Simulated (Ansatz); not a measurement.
## Molecular dynamics of C3H9NO2Si

Input:

```yaml
crystal:
  periodic: [false, false, false]
  atoms:
    - { symbol: C, position_ang: [1.949023, -0.286199, 0.412228] }
    - { symbol: C, position_ang: [0.690108, -0.333984, -0.442475] }
    - { symbol: "N", position_ang: [0.813037, -0.790245, -1.838178] }
    - { symbol: C, position_ang: [-0.526592, 0.004342, -0.043572] }
    - { symbol: O, position_ang: [-1.586572, -0.103135, -0.946049] }
    - { symbol: Si, position_ang: [-1.126706, 0.598375, 1.63143] }
    - { symbol: O, position_ang: [-2.760554, 1.22293, 1.140337] }
    - { symbol: H, position_ang: [2.41502, -1.26798, 0.480066] }
    - { symbol: H, position_ang: [2.6864, 0.395655, -0.008402] }
    - { symbol: H, position_ang: [1.724315, 0.046525, 1.420361] }
    - { symbol: H, position_ang: [1.517055, -0.205769, -2.318493] }
    - { symbol: H, position_ang: [1.222831, -1.739222, -1.842989] }
    - { symbol: H, position_ang: [-1.145324, -0.419564, -1.774671] }
    - { symbol: H, position_ang: [-2.546396, 0.232978, 1.997661] }
    - { symbol: H, position_ang: [-0.389388, 1.791874, 1.92434] }
    - { symbol: H, position_ang: [-2.959255, 0.830719, 0.252708] }
basis:
  gaussian: { orbitals: STO-3G }
hamiltonian:
  xc: hf
md:
  timestep: 0.5
  n_steps: 200
  ensemble: nve
  temperature: 100.0
  initial_velocities: maxwell_boltzmann
  seed: 7629
```

Command:

```bash
$ ansatz run input.yaml --threads 1 --pin off --max-ram 2048MiB --backend cpu --events-out ev --progress --plain --runs-dir out
```

It starts at the highest image of a converged band. Of that band: Neighbouring images differ by up to 3.1 eV, so the band resolves the path poorly. A vibrational analysis at the climbing image gives one clearly imaginary mode, 2342i cm⁻¹: a first-order saddle point.

Output, in part (one step line in 3, the closing report, with atoms numbered from 0):

```
md step     0: t =     0.00 fs  T =   100.0 K  F+E_penalty+E_count = -16443.73382309 eV  E_kin = 0.180964 eV  conserved = -16443.55285909 eV  (29 SCF iters)
md step     3: t =     1.50 fs  T =    65.3 K  F+E_penalty+E_count = -16443.66939024 eV  E_kin = 0.118162 eV  conserved = -16443.55122866 eV  (30 SCF iters)
md step     6: t =     3.00 fs  T =    46.9 K  F+E_penalty+E_count = -16443.63604215 eV  E_kin = 0.084926 eV  conserved = -16443.55111636 eV  (30 SCF iters)
md step     9: t =     4.50 fs  T =    57.8 K  F+E_penalty+E_count = -16443.65672831 eV  E_kin = 0.104551 eV  conserved = -16443.55217721 eV  (29 SCF iters)
md step    12: t =     6.00 fs  T =    46.1 K  F+E_penalty+E_count = -16443.63422702 eV  E_kin = 0.083483 eV  conserved = -16443.55074435 eV  (29 SCF iters)
md step    15: t =     7.50 fs  T =    90.9 K  F+E_penalty+E_count = -16443.71528487 eV  E_kin = 0.164569 eV  conserved = -16443.55071567 eV  (27 SCF iters)
md step    18: t =     9.00 fs  T =   215.2 K  F+E_penalty+E_count = -16443.93952785 eV  E_kin = 0.389506 eV  conserved = -16443.55002208 eV  (28 SCF iters)
md step    21: t =    10.50 fs  T =   468.0 K  F+E_penalty+E_count = -16444.39923612 eV  E_kin = 0.846894 eV  conserved = -16443.55234180 eV  (26 SCF iters)
md step    24: t =    12.00 fs  T =   698.0 K  F+E_penalty+E_count = -16444.81904077 eV  E_kin = 1.263210 eV  conserved = -16443.55583090 eV  (25 SCF iters)
md step    27: t =    13.50 fs  T =   987.6 K  F+E_penalty+E_count = -16445.34388144 eV  E_kin = 1.787211 eV  conserved = -16443.55667091 eV  (25 SCF iters)
md step    30: t =    15.00 fs  T =  1157.6 K  F+E_penalty+E_count = -16445.65609971 eV  E_kin = 2.094761 eV  conserved = -16443.56133843 eV  (26 SCF iters)
md step    33: t =    16.50 fs  T =   939.4 K  F+E_penalty+E_count = -16445.25028844 eV  E_kin = 1.699980 eV  conserved = -16443.55030824 eV  (26 SCF iters)
md step    36: t =    18.00 fs  T =  1053.1 K  F+E_penalty+E_count = -16445.45749736 eV  E_kin = 1.905695 eV  conserved = -16443.55180227 eV  (26 SCF iters)
md step    39: t =    19.50 fs  T =  1359.9 K  F+E_penalty+E_count = -16446.02650384 eV  E_kin = 2.460918 eV  conserved = -16443.56558599 eV  (25 SCF iters)
md step    42: t =    21.00 fs  T =  1166.6 K  F+E_penalty+E_count = -16445.65549991 eV  E_kin = 2.111208 eV  conserved = -16443.54429205 eV  (25 SCF iters)
md step    45: t =    22.50 fs  T =  1212.0 K  F+E_penalty+E_count = -16445.75778820 eV  E_kin = 2.193264 eV  conserved = -16443.56452420 eV  (26 SCF iters)
md step    48: t =    24.00 fs  T =   915.3 K  F+E_penalty+E_count = -16445.20939558 eV  E_kin = 1.656314 eV  conserved = -16443.55308120 eV  (26 SCF iters)
md step    51: t =    25.50 fs  T =   677.4 K  F+E_penalty+E_count = -16444.77402586 eV  E_kin = 1.225837 eV  conserved = -16443.54818858 eV  (26 SCF iters)
md step    54: t =    27.00 fs  T =   872.7 K  F+E_penalty+E_count = -16445.13712142 eV  E_kin = 1.579276 eV  conserved = -16443.55784527 eV  (26 SCF iters)
md step    57: t =    28.50 fs  T =   881.2 K  F+E_penalty+E_count = -16445.15056828 eV  E_kin = 1.594699 eV  conserved = -16443.55586922 eV  (26 SCF iters)
md step    60: t =    30.00 fs  T =   889.8 K  F+E_penalty+E_count = -16445.16591833 eV  E_kin = 1.610275 eV  conserved = -16443.55564344 eV  (25 SCF iters)
md step    63: t =    31.50 fs  T =   944.2 K  F+E_penalty+E_count = -16445.26795902 eV  E_kin = 1.708710 eV  conserved = -16443.55924893 eV  (25 SCF iters)
md step    66: t =    33.00 fs  T =   738.4 K  F+E_penalty+E_count = -16444.88700538 eV  E_kin = 1.336259 eV  conserved = -16443.55074660 eV  (26 SCF iters)
md step    69: t =    34.50 fs  T =   816.9 K  F+E_penalty+E_count = -16445.03057281 eV  E_kin = 1.478302 eV  conserved = -16443.55227070 eV  (27 SCF iters)
md step    72: t =    36.00 fs  T =  1009.6 K  F+E_penalty+E_count = -16445.39263609 eV  E_kin = 1.827056 eV  conserved = -16443.56558034 eV  (27 SCF iters)
md step    75: t =    37.50 fs  T =   748.5 K  F+E_penalty+E_count = -16444.90070215 eV  E_kin = 1.354555 eV  conserved = -16443.54614742 eV  (27 SCF iters)
md step    78: t =    39.00 fs  T =   731.3 K  F+E_penalty+E_count = -16444.88371188 eV  E_kin = 1.323418 eV  conserved = -16443.56029344 eV  (28 SCF iters)
md step    81: t =    40.50 fs  T =   505.8 K  F+E_penalty+E_count = -16444.46864931 eV  E_kin = 0.915295 eV  conserved = -16443.55335427 eV  (28 SCF iters)
md step    84: t =    42.00 fs  T =   350.2 K  F+E_penalty+E_count = -16444.18259793 eV  E_kin = 0.633708 eV  conserved = -16443.54888994 eV  (28 SCF iters)
md step    87: t =    43.50 fs  T =   526.4 K  F+E_penalty+E_count = -16444.50968767 eV  E_kin = 0.952596 eV  conserved = -16443.55709161 eV  (28 SCF iters)
md step    90: t =    45.00 fs  T =   581.8 K  F+E_penalty+E_count = -16444.60729003 eV  E_kin = 1.052800 eV  conserved = -16443.55449002 eV  (27 SCF iters)
md step    93: t =    46.50 fs  T =   611.5 K  F+E_penalty+E_count = -16444.66189990 eV  E_kin = 1.106581 eV  conserved = -16443.55531911 eV  (27 SCF iters)
md step    96: t =    48.00 fs  T =   689.7 K  F+E_penalty+E_count = -16444.80716793 eV  E_kin = 1.248178 eV  conserved = -16443.55899036 eV  (27 SCF iters)
md step    99: t =    49.50 fs  T =   581.4 K  F+E_penalty+E_count = -16444.60484222 eV  E_kin = 1.052210 eV  conserved = -16443.55263246 eV  (28 SCF iters)
md step   102: t =    51.00 fs  T =   594.3 K  F+E_penalty+E_count = -16444.62715113 eV  E_kin = 1.075396 eV  conserved = -16443.55175541 eV  (27 SCF iters)
md step   105: t =    52.50 fs  T =   775.1 K  F+E_penalty+E_count = -16444.96128074 eV  E_kin = 1.402673 eV  conserved = -16443.55860786 eV  (27 SCF iters)
md step   108: t =    54.00 fs  T =   811.7 K  F+E_penalty+E_count = -16445.02331761 eV  E_kin = 1.468918 eV  conserved = -16443.55439955 eV  (27 SCF iters)
md step   111: t =    55.50 fs  T =   837.0 K  F+E_penalty+E_count = -16445.06976649 eV  E_kin = 1.514712 eV  conserved = -16443.55505400 eV  (27 SCF iters)
md step   114: t =    57.00 fs  T =   783.1 K  F+E_penalty+E_count = -16444.97410288 eV  E_kin = 1.417167 eV  conserved = -16443.55693612 eV  (26 SCF iters)
md step   117: t =    58.50 fs  T =   687.1 K  F+E_penalty+E_count = -16444.79339740 eV  E_kin = 1.243346 eV  conserved = -16443.55005159 eV  (27 SCF iters)
md step   120: t =    60.00 fs  T =   886.8 K  F+E_penalty+E_count = -16445.16096627 eV  E_kin = 1.604739 eV  conserved = -16443.55622740 eV  (26 SCF iters)
md step   123: t =    61.50 fs  T =   992.3 K  F+E_penalty+E_count = -16445.35668629 eV  E_kin = 1.795660 eV  conserved = -16443.56102664 eV  (27 SCF iters)
md step   126: t =    63.00 fs  T =   783.5 K  F+E_penalty+E_count = -16444.96537021 eV  E_kin = 1.417891 eV  conserved = -16443.54747875 eV  (26 SCF iters)
md step   129: t =    64.50 fs  T =   836.7 K  F+E_penalty+E_count = -16445.07635381 eV  E_kin = 1.514151 eV  conserved = -16443.56220304 eV  (27 SCF iters)
md step   132: t =    66.00 fs  T =   640.7 K  F+E_penalty+E_count = -16444.71163513 eV  E_kin = 1.159511 eV  conserved = -16443.55212436 eV  (27 SCF iters)
md step   135: t =    67.50 fs  T =   567.0 K  F+E_penalty+E_count = -16444.57865496 eV  E_kin = 1.026128 eV  conserved = -16443.55252666 eV  (27 SCF iters)
md step   138: t =    69.00 fs  T =   664.9 K  F+E_penalty+E_count = -16444.76102786 eV  E_kin = 1.203188 eV  conserved = -16443.55783997 eV  (28 SCF iters)
md step   141: t =    70.50 fs  T =   572.8 K  F+E_penalty+E_count = -16444.59257286 eV  E_kin = 1.036551 eV  conserved = -16443.55602226 eV  (28 SCF iters)
md step   144: t =    72.00 fs  T =   548.1 K  F+E_penalty+E_count = -16444.54788067 eV  E_kin = 0.991850 eV  conserved = -16443.55603042 eV  (28 SCF iters)
md step   147: t =    73.50 fs  T =   564.5 K  F+E_penalty+E_count = -16444.57715537 eV  E_kin = 1.021461 eV  conserved = -16443.55569410 eV  (27 SCF iters)
md step   150: t =    75.00 fs  T =   511.3 K  F+E_penalty+E_count = -16444.47476940 eV  E_kin = 0.925310 eV  conserved = -16443.54945956 eV  (27 SCF iters)
md step   153: t =    76.50 fs  T =   788.8 K  F+E_penalty+E_count = -16444.98197837 eV  E_kin = 1.427522 eV  conserved = -16443.55445624 eV  (27 SCF iters)
md step   156: t =    78.00 fs  T =  1027.0 K  F+E_penalty+E_count = -16445.41934342 eV  E_kin = 1.858523 eV  conserved = -16443.56082083 eV  (25 SCF iters)
md step   159: t =    79.50 fs  T =  1084.9 K  F+E_penalty+E_count = -16445.51253468 eV  E_kin = 1.963348 eV  conserved = -16443.54918686 eV  (25 SCF iters)
md step   162: t =    81.00 fs  T =  1281.9 K  F+E_penalty+E_count = -16445.88186896 eV  E_kin = 2.319729 eV  conserved = -16443.56214027 eV  (26 SCF iters)
md step   165: t =    82.50 fs  T =  1107.6 K  F+E_penalty+E_count = -16445.55486315 eV  E_kin = 2.004365 eV  conserved = -16443.55049773 eV  (26 SCF iters)
md step   168: t =    84.00 fs  T =  1176.8 K  F+E_penalty+E_count = -16445.68315363 eV  E_kin = 2.129543 eV  conserved = -16443.55361066 eV  (46 SCF iters)
md step   171: t =    85.50 fs  T =  1267.0 K  F+E_penalty+E_count = -16445.86038547 eV  E_kin = 2.292896 eV  conserved = -16443.56748961 eV  (26 SCF iters)
md step   174: t =    87.00 fs  T =   818.6 K  F+E_penalty+E_count = -16445.02405072 eV  E_kin = 1.481419 eV  conserved = -16443.54263182 eV  (25 SCF iters)
md step   177: t =    88.50 fs  T =   793.2 K  F+E_penalty+E_count = -16444.99873076 eV  E_kin = 1.435415 eV  conserved = -16443.56331552 eV  (26 SCF iters)
md step   180: t =    90.00 fs  T =   578.9 K  F+E_penalty+E_count = -16444.59768251 eV  E_kin = 1.047589 eV  conserved = -16443.55009384 eV  (26 SCF iters)
md step   183: t =    91.50 fs  T =   672.8 K  F+E_penalty+E_count = -16444.76760770 eV  E_kin = 1.217472 eV  conserved = -16443.55013609 eV  (26 SCF iters)
md step   186: t =    93.00 fs  T =  1051.7 K  F+E_penalty+E_count = -16445.47063683 eV  E_kin = 1.903170 eV  conserved = -16443.56746638 eV  (26 SCF iters)
md step   189: t =    94.50 fs  T =   826.6 K  F+E_penalty+E_count = -16445.04268758 eV  E_kin = 1.495798 eV  conserved = -16443.54688937 eV  (26 SCF iters)
md step   192: t =    96.00 fs  T =   882.8 K  F+E_penalty+E_count = -16445.15962324 eV  E_kin = 1.597573 eV  conserved = -16443.56205023 eV  (25 SCF iters)
md step   195: t =    97.50 fs  T =   835.2 K  F+E_penalty+E_count = -16445.06646124 eV  E_kin = 1.511368 eV  conserved = -16443.55509309 eV  (25 SCF iters)
md step   198: t =    99.00 fs  T =   773.3 K  F+E_penalty+E_count = -16444.95001602 eV  E_kin = 1.399325 eV  conserved = -16443.55069139 eV  (26 SCF iters)
md step   200: t =   100.00 fs  T =   923.7 K  F+E_penalty+E_count = -16445.22517358 eV  E_kin = 1.671503 eV  conserved = -16443.55367048 eV  (46 SCF iters)
Total energy: -16445.22517358 eV, -604.3508781552 hartree
Atom 0 at     2.048066    -0.380749     0.298635 Å, force    -0.542531     0.890244     1.023035 eV/Å
Atom 1 at     0.744198    -0.267790    -0.460818 Å, force    -2.382607     0.266834     0.267465 eV/Å
Atom 2 at     0.724446    -0.747525    -1.878429 Å, force     0.621874    -0.577928     0.738567 eV/Å
Atom 3 at    -0.484979     0.031045     0.037178 Å, force     1.295401     1.333031    -1.196370 eV/Å
Atom 4 at    -1.518065    -0.020399    -0.924079 Å, force    -0.332226     0.136182     1.130190 eV/Å
Atom 5 at    -1.173081     0.641827     1.775851 Å, force     2.728496    -0.703552     1.701285 eV/Å
Atom 6 at    -2.746036     0.944520     1.042975 Å, force    -5.825224     6.239494    -0.508017 eV/Å
Atom 7 at     2.378847    -1.387474     0.259509 Å, force     0.650113    -1.337229     0.007590 eV/Å
Atom 8 at     2.843188     0.232005    -0.099962 Å, force     0.164082     0.327971    -0.282173 eV/Å
Atom 9 at     1.935818    -0.124021     1.361048 Å, force    -0.124061    -0.030548    -0.621130 eV/Å
Atom 10 at     1.370408    -0.184122    -2.472283 Å, force    -0.076881    -0.357134     0.448088 eV/Å
Atom 11 at     1.125371    -1.719909    -1.849977 Å, force    -0.224996     0.932305    -0.515806 eV/Å
Atom 12 at    -1.043745    -0.325987    -1.728886 Å, force     0.137405    -0.270325    -0.379324 eV/Å
Atom 13 at    -2.998193     0.477490     0.237860 Å, force     0.342418    -0.940028    -1.475863 eV/Å
Atom 14 at    -0.917308     2.107985     1.790624 Å, force     0.315266    -0.834296    -0.848177 eV/Å
Atom 15 at    -3.284284     1.910376     0.974633 Å, force     3.253470    -5.075022     0.510640 eV/Å
Dipole moment:    -0.565832     0.261698    -0.336139 e Å
```

All steps were run. The conserved energy stayed within 1 meV per atom of its start (net change -0.051 meV per atom), so the integration is sound. The system heated up, since it started high on the potential surface and ran downhill. A run of 0.1 ps of so small a system gives no equilibrium averages. The orbitals stay closed-shell, which can raise the energy where a bond breaks towards radicals; this wasn't checked here. Limits of this set-up: minimal basis.

The step under study would form O7–H14 and break Si6–H14. These pairs go: O7–H14 1.33 → 0.96 Å, Si6–H14 1.51 → 2.39 Å. In the last frame they stand as after the step (other bonds may differ from the relaxed reactants and products). It ends as one piece, C3H9NO2Si. Pairs count as bonded within 1.25 times the sum of covalent radii (0.12 Å more for H–H).

Last frame:

```xyz
16
Properties=species:S:1:pos:R:3
C 2.048 -0.381 0.299
C 0.744 -0.268 -0.461
N 0.724 -0.748 -1.878
C -0.485 0.031 0.037
O -1.518 -0.020 -0.924
Si -1.173 0.642 1.776
O -2.746 0.945 1.043
H 2.379 -1.387 0.260
H 2.843 0.232 -0.100
H 1.936 -0.124 1.361
H 1.370 -0.184 -2.472
H 1.125 -1.720 -1.850
H -1.044 -0.326 -1.729
H -2.998 0.477 0.238
H -0.917 2.108 1.791
H -3.284 1.910 0.975
```

Run time: 9.5 min on 1 thread of Arm Neoverse N1 (shared host), peak memory 0.12 GiB.
